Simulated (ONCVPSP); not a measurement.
# Ranking ONCV potentials for Ge

All share these settings but for the change named:

* Element: Ge (Z = 32)
* Generator: ONCVPSP 4.0.1
* Type: optimised norm-conserving Vanderbilt (ONCV)
* Functional: PBE
* Relativity: non-relativistic
* Frozen core: [Ne]
* Valence charge: 22
* Reference configuration: 3s2 3p6 3d10 4s2 4p1 (charge +1)
* Partial waves: 3s+4s: rc 1.15 bohr, ncon 5, nbas 9, qcut 9.8 1/bohr, 2 projectors; 3p+4p: rc 1.35 bohr, ncon 3, nbas 7, qcut 11.4 1/bohr, 3 projectors, debl 3.2 Ha; 3d: rc 0.80 bohr, ncon 3, nbas 8, qcut 20.4 1/bohr, 2 projectors, debl 3.4 Ha
* Local potential: polynomial inside 0.50 bohr (lpopt 5, dvloc0 2 Ha)
* Core correction: none

Test errors are all-electron minus pseudo excitation energies from the reference, over 3s2 3p6 3d10 4s2 4p2; 3s2 3p6 3d10 4s2 4p0; 3s2 3p6 3d10 4s1 4p0; 3s2 3p6 3d10 4s1 4p2. None of these files shows a bound ghost.

The base gives 0.3 meV.

Of 6 variants that were run, those that failed, showed a ghost or another fault, or gave nearly equal values are left out.

A variant can come out equal or close to the base, since the largest error may sit in a test that the change hardly touches while other tests move.

Task: Rank these variants by their largest absolute test error, smallest first.
A. s: rc 1.68
B. d: ncon 5, nbas 10
C. p: qcut 17.1

Result: B (0.3 meV), A (0.5 meV), C (0.7 meV).
